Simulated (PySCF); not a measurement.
A structure optimised at PBE0-D3(BJ)/def2-SVP, used in a PySCF frequency run:

```xyz
6

Sn     0.3213    -0.6516     0.0000
O     -0.9210    -2.1750     0.0000
Br    -0.1249     0.7596    -1.9913
Br    -0.1249     0.7596     1.9913
H      1.8964    -1.2857     0.0000
H     -1.8484    -1.9068     0.0000
```

Question: Write its SMILES, formula and point group.

Answer: [OH][SnH]([Br])[Br], Br₂H₂OSn, Cs

Question: What are its rotational constants (standard atomic weights)?

Answer: 1.9524, 0.75567, 0.58941 GHz
